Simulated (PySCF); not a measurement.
Computed shifts of a molecule C₂H₅ClSi₂, PBE0/pcSseg-1 (PySCF), GIAO, gas phase, atoms alike by connectivity averaged where their shifts nearly agree, in ppm (number of nuclei): ¹³C: 112.1 (1), 87.2 (1). ²⁹Si: -26.2 (1), -97.3 (1). ¹H: 5.76 (1), 3.92 (3), 3.11 (1). References: ¹³C against TMS (σ = 186.3 ppm); ²⁹Si against TMS (σ = 352.7 ppm); ³⁵Cl against HCl (σ = 945.9 ppm); ¹H against TMS (σ = 31.56 ppm), references at their B3LYP-D3(BJ)/def2-TZVP geometries, non-relativistic (without spin–orbit terms, shifts of atoms bonded to Cl or Br come out too high). Geometry: PBE0-D3(BJ)/def2-SVP. One conformer was computed; it need not be the lowest.

Task: Which structure fits?
(A) ClC1=C[SiH2][SiH2]1
(B) [SiH3]C#C[SiH2]Cl
(C) C#C[Si@@H]([SiH3])Cl
(D) C#C[SiH2][SiH2]Cl

Result: C, C#C[Si@@H]([SiH3])Cl
